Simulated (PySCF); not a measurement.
Which determinant of MgZn lies lowest?

Unrestricted PBE0; PySCF, no relativity, basis sets Mg def2-SVP, Zn def2-SVP. Outer shells of the fragments: Mg 3s2; Zn 3d10 4s2.

Followed along the bond (rough minima from three points):

| 2Ms+1 | unpaired | ⟨S²⟩ at the start | R at minimum (Å) | Te (eV) |
| --- | --- | --- | --- | --- |
| 1 | none | 0.00 | 3.32 | 0.00 |
| 3 | σ ↑, π ↑ | 2.01 | 2.58 | 1.74 |
| 3 | σ ↑↑ | 2.00 | 2.79 | 1.87 |

Solutions found at the starting distance of 2.545 Å, counted from the lowest of them; the search is not exhaustive and high or unbound solutions are not listed, so other states can lie among these:

```tsv
2Ms+1	unpaired	term	E (eV)	⟨S²⟩	⟨Lz²⟩	μ (D)
1	none	¹Σ⁺	0.00	0.00	0.00	0.57
3	σ ↑, π ↑	³Π	1.37	2.01	1.00	1.10
3	σ ↑↑	³Σ⁺	1.60	2.00	0.00	-0.11
1	σ ↑, π ↓	mixed	1.69	1.02	1.01	1.09
3	π ↑↑	³Σ⁻	3.71	2.05	0.00	1.18
1	π ↑↓	mixed	3.92	1.01	2.01	1.22
1	none	mixed	4.42	0.00	2.00	1.22
3	π ↑↑	mixed	6.32	2.01	2.01	1.16
```

A term symbol is given only where ⟨S²⟩ and ⟨Lz²⟩ are close to those of a pure state; real π, δ and φ orbitals otherwise mix terms. A positive dipole means Mg(−)Zn(+).

Problem. Compare the gap between the two lowest followed solutions at the starting distance with the gap between their minima.

Solution. At PBE0 the second solution (triplet, unpaired electrons σ ↑, π ↑) lies +1.37 eV from the first (singlet, closed shell) at 2.545 Å and +1.74 eV at the minima; the two curves relax by different amounts, since their minima lie near 2.58 and 3.32 Å.

Counting both spins, an empty level lies below a filled one in some of these solutions, because spin and occupation are held.
